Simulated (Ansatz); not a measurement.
Ansatz (a quantum-chemistry and plane-wave program) input:

Ansatz 0.2 input:
```yaml
crystal:
  periodic: [false, false, false]
  atoms:
    - {symbol: Cl, position_ang: [-0.00000000, -0.00000000, -1.77529694]}
    - {symbol: I, position_ang: [0.00000000, 0.00000000, 0.56943487]}
basis:
  gaussian:
    orbitals: def2-SVPD
magnetization: {spin_polarized: false}
correlation: {method: ccsd_t, electrons: outside_noble_gas}
output: {forces: true}
```

### Question
Predict the final energy.

### Answer
-756.28075 Eh (CCSD(T)/def2-SVPD). The basis has 62 functions.
